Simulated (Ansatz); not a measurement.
`[NH2][GeH]([OH])[SH]` and `[OH][GeH]([SH])[CH2]F` differ in one atom or group.

Ansatz, PBE0-D4/def2-TZVP geometries, multiplicity 1. Each molecule was computed in one conformer, which needn't be the lowest.

Scalar relativity is left out up to krypton.

```tsv
property	`[NH2][GeH]([OH])[SH]`
LUMO energy (ωB97M-V/def2-TZVPP) / eV	1.98
size of the dipole moment (B3LYP/def2-TZVPP) / D	1.16
HOMO energy (ωB97M-V/def2-TZVPP) / eV	-9.67
HOMO–LUMO gap (ωB97M-V/def2-TZVPP) / eV	11.65
LUMO energy (PBE/def2-TZVPP) / eV	-0.69
LUMO energy (PBE0/def2-TZVPP) / eV	0.24
```

**Question.** What does the change do to each property? (An estimate is asked.)

**Answer.** Ansatz gave: 
```tsv
property	`[OH][GeH]([SH])[CH2]F`	shift
LUMO energy (ωB97M-V/def2-TZVPP) / eV	1.84	-0.14
size of the dipole moment (B3LYP/def2-TZVPP) / D	1.37	0.21
HOMO energy (ωB97M-V/def2-TZVPP) / eV	-9.84	-0.17
HOMO–LUMO gap (ωB97M-V/def2-TZVPP) / eV	11.67	0.02
LUMO energy (PBE/def2-TZVPP) / eV	-0.86	-0.17
LUMO energy (PBE0/def2-TZVPP) / eV	0.09	-0.15
```

Dipoles are sizes alone; their direction can turn.

B3LYP here is the variant with VWN-RPA as its local correlation; programs differ in this.
